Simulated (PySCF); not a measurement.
A calculated (BP86, PySCF 2.14, x2c-SVPall, scalar relativity by spin-free X2C-1e) atom or ion has these occupied shells.

| shell | electrons | orbital energy (eV) | rms radius, mean of both spins (bohr) |
| --- | --- | --- | --- |
| 1s α | 1 | -11719.6 | 0.0525 |
| 1s β | 1 | -11719.5 | 0.0525 |
| 2s α | 1 | -1496.6 | 0.220 |
| 2s β | 1 | -1496.6 | 0.220 |
| 2p α | 3 | -1314.2 | 0.196 |
| 2p β | 3 | -1314.2 | 0.196 |
| 3s α | 1 | -200.19 | 0.642 |
| 3s β | 1 | -200.08 | 0.642 |
| 3p α | 3 | -143.72 | 0.669 |
| 3p β | 3 | -143.59 | 0.669 |
| 3d α | 5 | -50.799 | 0.761 |
| 3d β | 5 | -50.592 | 0.761 |
| 4s α | 1 | -24.155 | 2.00 |
| 4s β | 1 | -22.518 | 2.00 |
| 4p α | 2 | -14.130 | 2.49 |

Question: Name the element and its charge.

Answer: As⁺ (arsenic, charge +1), in [Ar] 3d10 4s2 4p2, high-spin 3P determinant.
